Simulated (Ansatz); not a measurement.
`[GaH2][Br]` + `CN[SiH3]` → `C[NH][GaH2]` + `[SiH3]Br` at 298.15 K and 1 bar (redistribution).

Computed with Ansatz on PBE0-D4/def2-TZVP structures; ΔE is electronic, products minus reactants. CCSD(T)/CBS is the MP2 limit (def2-TZVPP, def2-QZVPP) plus CCSD(T) − MP2 in def2-TZVPP, frozen cores. For Br, Ga outer-core shells are correlated without core-valence functions, which leaves a few kJ/mol of doubt a bond. Scalar relativity is left out up to krypton.

```json
{"species": "`[GaH2][Br]`", "CCSD(T)/CBS energy (Eh)": "-4498.49736", "H − E (kJ/mol)": "49.2", "S (J/(mol·K))": "276.1"}
{"species": "`CN[SiH3]`", "CCSD(T)/CBS energy (Eh)": "-386.04948", "H − E (kJ/mol)": "224.3", "S (J/(mol·K))": "300.3"}
{"species": "`C[NH][GaH2]`", "CCSD(T)/CBS energy (Eh)": "-2020.30020", "H − E (kJ/mol)": "194.0", "S (J/(mol·K))": "303.2"}
{"species": "`[SiH3]Br`", "CCSD(T)/CBS energy (Eh)": "-2864.23411", "H − E (kJ/mol)": "79.2", "S (J/(mol·K))": "262.6"}
```

H − E and S are ideal-gas, rigid-rotor, harmonic terms from PBE0-D4/def2-TZVP, for one conformer and one mirror image of each species. 1 Eh = 2625.50 kJ/mol, R = 8.31446 J/(mol·K).

Problem. By hand: ΔE, ΔH, ΔS and ΔG.

Solution. ΔE = (-2020.30020) + (-2864.23411) − (-4498.49736) − (-386.04948) = 0.01253 Eh = 32.9 kJ/mol. Δ(H − E) = 194.0 + 79.2 − 49.2 − 224.3 = -0.3, so ΔH = 32.6 kJ/mol. ΔS = 303.2 + 262.6 − 276.1 − 300.3 = -10.6 J/(mol·K). ΔG = 32.6 − 298.15 × (-10.6)/1000 = 35.8 kJ/mol.

Problem. By hand: the equilibrium constant, and the temperature at which ΔG would vanish if ΔH and ΔS stayed fixed.

Solution. log₁₀ K = −ΔG/(RT ln 10) = -6.3. ΔH and −TΔS have one sign here, so there is no such temperature.

The number of gas molecules stays the same, so ΔS is small and ΔH decides. A doubt of 5 kJ/mol in ΔE shifts log₁₀ K by 0.9 here. Other conformers and mirror images would add mixing entropy, several J/(mol·K) or more a flexible species. These are equilibria of isolated gas molecules and say nothing of rates. Largest T1 diagnostic: 0.015 (customary marks: 0.02 for closed shells, 0.045 for open ones).

ΔS is within the doubt of such terms, so its sign, and with it that verdict, could turn.
